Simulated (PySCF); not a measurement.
# Sb⁺ (antimony, charge +1): UHF calculation

Configuration: [Kr] 4d10 5s2 5p2, high-spin 3P determinant. Calculation: PySCF 2.14, in aug-cc-pVDZ-PP with ECP28MDF; scalar relativity through the core potential.

```
Total energy                                                  : -238.957245 hartree
One-electron energy                                           : -412.4268 hartree
Hartree (Coulomb) energy                                      : 191.6843 hartree
Exchange energy                                               : -18.2147 hartree
⟨S²⟩                                                          : 2.0094
⟨L²⟩                                                          : 2.026
Sum of ⟨r⟩                                                    : 26.94 bohr
Sum of ⟨r²⟩                                                   : 46.30 bohr²
Traceless quadrupole moment −½Σ⟨3z² − r²⟩ along its main axis : 3.33 e·bohr²
Time after the integrals                                      : 0.09 s of wall time on 1 thread of Neoverse-V1 (shared host)
```

```csv
shell,electrons,mean orbital energy (hartree),spread (hartree),"rms radius, mean of both spins (bohr)"
4s α,1,-6.84710,0,0.849
4s β,1,-6.83560,0,0.849
4p α,3,-4.91348,0.00589,0.917
4p β,3,-4.90203,0.02198,0.917
4d α,5,-1.94054,0.01505,1.10
4d β,5,-1.92993,0.02484,1.10
5s α,1,-0.98202,0,2.36
5s β,1,-0.82043,0,2.36
5p α,2,-0.60183,0,2.87
```

Energies and moments cover only the electrons outside the core potential.
